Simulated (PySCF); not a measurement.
Mg(F)(SH) (FHMgS), SMILES [SH][Mg][F]. Atoms are numbered in the order given.

```xyz
4

Mg     0.0097    -0.6086     0.0000
F     -0.0110    -2.3632     0.0000
S      0.0780     1.6744     0.0000
H     -1.2640     1.7825     0.0000
```

Coordinates come from a B3LYP-D3(BJ)/def2-TZVP optimisation. Other conformers were not sampled.

The numbers are results of B3LYP/pcJ-1 run with PySCF, not measurements.

Isotropic couplings with Fermi-contact, spin-dipole and both spin-orbit terms, one fixed conformer, no vibrational averaging. Isotopes: 19F, 1H.

**Question.** Estimate the spin–spin coupling constants. (An estimate is asked for; the answer gives what the named calculation found.)

**Answer.** 
```
pair   bonds apart  J (Hz)
-----  -----------  ------
F2–H4            3    -2.0
```
